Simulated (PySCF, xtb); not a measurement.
H3S2, SMILES S[SH2+], charge +1.

GFN2-xTB (xtb) at its own geometry gives an orbital gap of 2.81 eV.

Coordinates come from a B3LYP-D3(BJ)/def2-TZVP optimisation. The isomer is the one that the SMILES or the coordinates give; other isomers of the formula were not compared.

**Question.** What does HF/def2-TZVPD in PySCF give? (Estimate from the structure and the level; the computed values follow.)

**Answer.** gap 12.93 eV (levels -16.97 and -4.04 eV).
